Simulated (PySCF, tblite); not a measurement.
Isomers of C2H8NSSi2 (doublet state), one GFN2-xTB conformer each. Single-point energies are computed at B3LYP/pcH-1 (PySCF, gas phase, no added dispersion term), electronic only. GFN2-xTB treats the open shell by occupation alone, and not every SCF solution was tested for stability.

```csv
SMILES,GFN2-xTB relative energy (kJ/mol)
C=N[SiH2]CS[SiH2],60.3
C=N[SiH]CS[SiH3],0.0
```

Conformers: `[CH2:1]=[N:2][SiH2:3][CH2:4][S:5][SiH2:6]` (doublet state) with C1–N2–Si3–C4 -107°, N2–Si3–C4–S5 77°, Si3–C4–S5–Si6 83°, C4–S5–Si6–H 43° and -85°; `[CH2:1]=[N:2][SiH:3][CH2:4][S:5][SiH3:6]` (doublet state) with C1–N2–Si3–C4 180°, N2–Si3–C4–S5 -104°, Si3–C4–S5–Si6 75°.

Problem. What does B3LYP/pcH-1 give for the same structures?

Solution. 
```
           SMILES  B3LYP/pcH-1 E (Eh)  B3LYP/pcH-1 (kJ/mol)  GFN2-xTB (kJ/mol)  point group
C=N[SiH2]CS[SiH2]         -1112.95226                   0.0               60.3           C1
 C=N[SiH]CS[SiH3]         -1112.94344                  23.2                0.0           C1
```

GFN2-xTB puts C=N[SiH]CS[SiH3] lowest instead. 

Problem. What happens when harmonic zero-point energies from GFN2-xTB frequencies are added?

Solution. 
```tsv
SMILES	ZPE (kJ/mol)	electronic (kJ/mol)	with ZPE (kJ/mol)
C=N[SiH2]CS[SiH2]	234.7	0.0	0.0
C=N[SiH]CS[SiH3]	235.5	23.2	24.0
```

The zero-point energies span 0.8 kJ/mol. The order is unchanged.

Problem. As an exercise, what shares would exp(−E/RT) give at 2000 K from these electronic energies alone (no entropy, no degeneracies)?

Solution. RT = 16.629 kJ/mol: C=N[SiH2]CS[SiH2] 80.1 %, C=N[SiH]CS[SiH3] 19.9 %.
